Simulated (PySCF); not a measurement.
SnF3 (doublet). Computed with UPBE0/[Sn def2-TZVP with ECP28, F def2-TZVP], scalar-relativistic core potentials, density fitting, no spin–orbit coupling, PySCF.

Harmonic bands of its minimum:

| ω (cm⁻¹) | IR (km/mol, summed over degenerate members) | degeneracy |
| --- | --- | --- |
| 151 | 21.0 | 2 |
| 184 | 33.6 | 1 |
| 613 | 29.2 | 1 |
| 626 | 200 | 2 |

Question: The central atom is Sn. Infer the point group and assign the bands.

Answer: C3v. The modes span 2e + 2a1: 151 e, 184 a1, 613 a1, 626 e. The computed geometry has Sn–F 1.908 Å (×3); F–Sn–F 105.8° (×3).

Other isomers or separated fragments may lie lower. No spin–orbit coupling is included, which matters more the heavier the element.
